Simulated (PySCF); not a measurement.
Al(F)(vinyl)2 (C₄H₆AlF), SMILES C=[CH][Al]([F])[CH]=C. Atoms are numbered in the order given.

```xyz
12

Al     0.0000     0.0000     0.6574
F      0.0000     0.0000     2.3293
C      1.6948    -0.1873    -0.2641
C      1.8643     0.2128    -1.5377
H      2.5804    -0.5963     0.2434
H      2.8268     0.1356    -2.0606
H      1.0478     0.6489    -2.1263
C     -1.6948     0.1873    -0.2641
C     -1.8643    -0.2128    -1.5377
H     -2.5804     0.5963     0.2434
H     -2.8268    -0.1356    -2.0606
H     -1.0478    -0.6489    -2.1263
```
Charge 0, spin multiplicity 1.

The structure is a stationary point at B3LYP-D3(BJ)/def2-SVP. The structure was generated by enumeration; whether it is a known compound was not checked. One conformer was computed; it need not be the lowest.

Calculation: PySCF 2.14.0 with TDA-CAM-B3LYP/def2-SVPD.

Vertical excitations. The molecule is in vacuum. State labels are in the subgroup C2.

Computed lowest excited states:
```
state  symmetry  energy (eV)  λ (nm)      f                                                                    main pairs
-----  --------  -----------  ------  -----  ----------------------------------------------------------------------------
S1            A         5.36     231  0.000                                                              HOMO−1→LUMO 94 %
S2            B         6.18     201  0.016                      HOMO−1→LUMO+2 50 %, HOMO−1→LUMO+1 21 %, HOMO−3→LUMO 21 %
S3            B         6.31     197  0.114                                                                HOMO→LUMO 93 %
S4            A         6.65     186  0.138                                                              HOMO−2→LUMO 89 %
S5            A         7.11     174  0.003                                                              HOMO→LUMO+1 77 %
S6            B         7.12     174  0.093                     HOMO−1→LUMO+1 56 %, HOMO−1→LUMO+2 13 %, HOMO−2→LUMO+1 9 %
S7            B         7.34     169  0.053                      HOMO−2→LUMO+1 44 %, HOMO−3→LUMO 24 %, HOMO−1→LUMO+2 16 %
S8            B         7.47     166  0.100  HOMO−3→LUMO 41 %, HOMO−2→LUMO+1 24 %, HOMO−2→LUMO+2 17 %, HOMO−1→LUMO+2 13 %
S9            A         7.53     165  0.026   HOMO−3→LUMO+2 27 %, HOMO−1→LUMO+5 22 %, HOMO−3→LUMO+1 16 %, HOMO→LUMO+2 9 %
S10           B         7.77     160  0.032                    HOMO−2→LUMO+2 60 %, HOMO−1→LUMO+1 13 %, HOMO−2→LUMO+1 12 %
T1            B         4.00     310      0                         HOMO→LUMO 56 %, HOMO−2→LUMO+2 25 %, HOMO−2→LUMO+1 9 %
T2            A         4.05     306      0                          HOMO−2→LUMO 49 %, HOMO→LUMO+2 30 %, HOMO→LUMO+1 11 %
T3            A         4.88     254      0                                                              HOMO−1→LUMO 88 %
T4            B         5.42     229      0                      HOMO−1→LUMO+2 43 %, HOMO−3→LUMO 32 %, HOMO−1→LUMO+1 20 %
```
Triplets are in the Tamm–Dancoff approximation.
